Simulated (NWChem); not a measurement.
System meant: C$_{5}$H$_{7}$O, doublet; SMILES C[C]=CC(C)=O

Here is an NWChem input.

```
start job
memory heap 200 mb stack 900 mb global 1100 mb
geometry units angstroms noautoz
  C     -0.002852    -2.857876    -0.003254
  C     -0.183169    -1.410303    -0.001617
  C      0.488194    -0.262518    -0.003156
  C     -0.166285     1.091225    -0.000068
  C      0.793865     2.270718     0.002789
  O     -1.379956     1.239479     0.000408
  H     -0.478475    -3.321256     0.888036
  H     -0.480760    -3.319322    -0.894318
  H      1.076154    -3.147904    -0.004900
  H      1.602196    -0.280703    -0.006486
  H      1.457793     2.232041    -0.886545
  H      1.455197     2.229356     0.893953
  H      0.223356     3.216549     0.003497
end
basis spherical
  * library def2-svp
end
dft
  odft
  mult 3
  xc b3lyp
  iterations 150
  mulliken
end
task dft energy
```

End of the output:

```
 Summary of "ao basis" -> "" (spherical)
 ------------------------------------------------------------------------------
       Tag                 Description            Shells   Functions and Types
 ---------------- ------------------------------  ------  ---------------------
 *                          def2-svp                  on all atoms

                                 NWChem DFT Module
                                 -----------------

 Summary of "ao basis" -> "ao basis" (spherical)
 ------------------------------------------------------------------------------
       Tag                 Description            Shells   Functions and Types
 ---------------- ------------------------------  ------  ---------------------
 C                          def2-svp                 6       14   3s2p1d
 O                          def2-svp                 6       14   3s2p1d
 H                          def2-svp                 3        5   2s1p

 Summary of "ao basis" -> "ao basis" (spherical)
 ------------------------------------------------------------------------------
       Tag                 Description            Shells   Functions and Types
 ---------------- ------------------------------  ------  ---------------------
 C                          def2-svp                 6       14   3s2p1d
 O                          def2-svp                 6       14   3s2p1d
 H                          def2-svp                 3        5   2s1p

  number of electrons :                   45
  multiplicity        :                    3
 ------------------------------------------------------------------------
  no. of electrons and multiplicity not compatible                  45
 ------------------------------------------------------------------------
 ------------------------------------------------------------------------
  current input line :
    28: task dft energy
 ------------------------------------------------------------------------
 ------------------------------------------------------------------------
 There is an error in the input file
 ------------------------------------------------------------------------
 For more information see the NWChem manual at https://nwchemgit.github.io

0: no. of electrons and multiplicity not compatible:Received an Error in Communication
```

**Question.** Find the fault in this run and fix the input.

**Answer.** The program refused the input. Cause: the multiplicity doesn't fit the number of electrons (an even count wants an odd multiplicity, and the reverse). This input runs:
```
start job
memory heap 200 mb stack 900 mb global 1100 mb
geometry units angstroms noautoz
  C     -0.002852    -2.857876    -0.003254
  C     -0.183169    -1.410303    -0.001617
  C      0.488194    -0.262518    -0.003156
  C     -0.166285     1.091225    -0.000068
  C      0.793865     2.270718     0.002789
  O     -1.379956     1.239479     0.000408
  H     -0.478475    -3.321256     0.888036
  H     -0.480760    -3.319322    -0.894318
  H      1.076154    -3.147904    -0.004900
  H      1.602196    -0.280703    -0.006486
  H      1.457793     2.232041    -0.886545
  H      1.455197     2.229356     0.893953
  H      0.223356     3.216549     0.003497
end
basis spherical
  C library def2-svp
  O library def2-svp
  H library def2-svp
end
dft
  odft
  mult 2
  xc b3lyp
  iterations 150
  mulliken
end
task dft energy
```
It converges to -269.67706 Ha (B3LYP/def2-SVP, spin-unrestricted).
